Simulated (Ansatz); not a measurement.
Start from `[BH2][SnH2][BH]F` and change one element to get `BCBF`.

Ansatz, PBE0-D4/def2-TZVP geometries, multiplicity 1. Each molecule was computed in one conformer, which needn't be the lowest.

Elements past krypton have def2 core potentials.

```
                               property  `[BH2][SnH2][BH]F`
    HOMO–LUMO gap (PBE/def2-TZVPP) / eV                2.84
    LUMO energy (B3LYP/def2-TZVPP) / eV               -2.81
HOMO–LUMO gap (ωB97M-V/def2-TZVPP) / eV                8.82
      HOMO energy (PBE/def2-TZVPP) / eV               -6.38
    HOMO energy (B3LYP/def2-TZVPP) / eV               -7.29
     HOMO energy (PBE0/def2-TZVPP) / eV               -7.47
```

**Question.** What does the change do to each property? (Best estimate.)

**Answer.** The calculation gave: 
| property | `BCBF` | shift |
| --- | --- | --- |
| HOMO–LUMO gap (PBE/def2-TZVPP) / eV | 4.78 | 1.94 |
| LUMO energy (B3LYP/def2-TZVPP) / eV | -1.97 | 0.84 |
| HOMO–LUMO gap (ωB97M-V/def2-TZVPP) / eV | 11.48 | 2.66 |
| HOMO energy (PBE/def2-TZVPP) / eV | -7.51 | -1.13 |
| HOMO energy (B3LYP/def2-TZVPP) / eV | -8.76 | -1.47 |
| HOMO energy (PBE0/def2-TZVPP) / eV | -8.95 | -1.48 |

With PBE0 the HOMO falls by 1.48 eV and the LUMO rises by 0.87 eV, so the gap widens by about 2.35 eV. PBE moves the HOMO by -1.13 eV and ωB97M-V by -1.73 eV.

B3LYP here is the variant with VWN-RPA as its local correlation; programs differ in this.
